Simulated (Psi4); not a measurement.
Dimer: CH4 (SMILES C) (first 5 atoms) with CH4O (SMILES CO); geometry from B3LYP-D3(BJ)/def2-TZVP, rigid monomers moved along the line of their centres of mass till C1···H11 is 4.64 Å.
(charge 0, multiplicity 1):
```xyz
11

C     -0.07215     0.03071    -0.15670
H      0.04576     0.26599    -1.21319
H     -0.64912    -0.88962    -0.06234
H      0.91145    -0.10370     0.29225
H     -0.59419     0.84834     0.33873
C      0.68403     0.32546     5.67238
O     -0.66458     0.05731     5.31851
H      1.29398    -0.58453     5.69552
H      0.66948     0.75458     6.67332
H      1.15258     1.04723     4.99415
H     -0.67912    -0.32113     4.43399
```

Computed with SAPT0/jun-cc-pV(D+d)Z run with Psi4.

Problem. Give the four SAPT terms and the total, and say what mostly holds the pair together.

Solution. electrostatics -1.8, exchange 0.0, induction -0.3, dispersion -2.3, total -4.3 meV; the largest attraction is dispersion.
